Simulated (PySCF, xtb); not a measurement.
CH3FMoS2, SMILES [CH3][Mo]([F])(=[S])=[S], multiplicity 1.

xtb with GFN2-xTB at its own geometry gives an orbital gap of 1.67 eV and a dipole moment of 4.43 D.

Coordinates come from a PBE0-D3(BJ)/def2-SVP optimisation. The multiplicity is an assumed one; no other spin state was optimised. The structure was generated by enumeration; whether it is a known compound was not checked. The def2 effective core potentials stand for the cores of Mo; spin–orbit coupling is left out.

Problem. What does PySCF with r2SCAN/def2-TZVP give? (The exact figures need the calculation; the answer reports its results.)

Solution. gap 2.51 eV (levels -6.68 and -4.18 eV), dipole 2.08 D.
